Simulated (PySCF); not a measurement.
**CrO: from constants to spectrum**

r²SCAN constants of CrO, ⁵Π (quintet), unpaired electrons σ ↑, π ↑, δ ↑↑ (PySCF, no relativity, basis sets Cr def2-TZVPP, O def2-TZVPP; masses 51.9405 and 15.9949 u):

```
ωe                     : 889.2 cm⁻¹
ωexe                   : 9.28 cm⁻¹
Be                     : 0.53292 cm⁻¹
αe                     : 0.00547 cm⁻¹
D (centrifugal)        : 7.66e-07 cm⁻¹
De to Cr (3d5 4s1) + O : 4.57 eV
```

Question: Give the vibrational terms G(v) and spacings up to v = 3.

Answer: G(v) = ωe(v+½) − ωexe(v+½)².

| v | G(v) (cm⁻¹) | G(v) − G(v−1) | Bv (cm⁻¹) |
| --- | --- | --- | --- |
| 0 | 442 |  | 0.5302 |
| 1 | 1313 | 871 | 0.5247 |
| 2 | 2165 | 852 | 0.5192 |
| 3 | 2999 | 834 | 0.5138 |

Question: How well does the Morse estimate ωe²/(4ωexe) reproduce De, and what is D0?

Answer: It gives 2.64 eV, 58 % of the computed De. D0 = De − G(0) = 4.57 − 0.05 = 4.52 eV.

The metal atom is held in its measured ground configuration; semilocal functionals can put another filling of s and d lower by some tenths of an eV, and De to that atom would be smaller. The state is the lowest single determinant that the PBE0 search found; with open d or f shells the true ground state can be another one.
